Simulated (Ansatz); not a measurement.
Consider the ligand exchange at the Si–Se bond: `OC[SiH2][SeH]` + HCl → `OC[SiH2]Cl` + H₂Se.

Computed with Ansatz on PBE0-D4/def2-TZVP structures; ΔE is electronic, products minus reactants. CCSD(T)/CBS adds triple-zeta CCSD(T) − MP2 to the extrapolated MP2 energy (def2 sets, frozen cores). This one scheme is used for every species. DFT in def2-TZVPP. For Se outer-core shells are correlated without core-valence functions, which leaves a few kJ/mol of doubt a bond. Scalar relativity is left out up to krypton. Each species was taken in one conformer, which may not be the lowest.

`OC[SiH2][SeH]`:

```xyz
10

O     1.529    0.092    1.045
C     0.128   -0.086    0.991
Si   -0.520    0.610   -0.637
Se    0.248   -0.502   -2.472
H     1.866   -0.322    1.842
H    -0.386    0.442    1.810
H    -0.160   -1.145    1.062
H    -2.006    0.551   -0.592
H    -0.062    2.010   -0.815
H    -0.637   -1.651   -2.235
```

HCl:

```xyz
2

Cl   -0.058    0.373   -0.516
H     0.058   -0.373    0.516
```

`OC[SiH2]Cl`:

```xyz
9

O     0.961   -0.639    1.313
C    -0.288   -0.585    0.647
Si   -0.322    0.742   -0.687
Cl    1.305    0.368   -1.906
H     1.651   -0.749    0.652
H    -1.042   -0.348    1.404
H    -0.568   -1.559    0.220
H    -1.550    0.668   -1.517
H    -0.147    2.102   -0.126
```

H₂Se:

```xyz
3

Se   -0.408   -0.475   -0.275
H     0.029   -0.163    1.090
H     0.379    0.639   -0.815
```

```
         level  ΔE (kcal/mol)
       PBE0-D4           -8.8
        B2PLYP          -10.0
   HF/def2-SVP          -11.5
CCSD/CBS(def2)           -9.0
```

What does CCSD(T)/CBS give? (Estimate.)

Ansatz gave: -8.8 kcal/mol. The listed levels differ from it by 0.0, -1.2, -2.7, -0.2 kcal/mol.

Largest T1 diagnostic among the species: 0.010.

At CCSD(T), def2-SVP lies −1.2 kcal/mol from the extrapolated value and def2-TZVPP −0.1 kcal/mol. In def2-TZVPP, CCSD(T) changes the Hartree–Fock value by +2.0 kcal/mol (the triples alone add +0.2 kcal/mol) and MP2 by +2.1 kcal/mol.
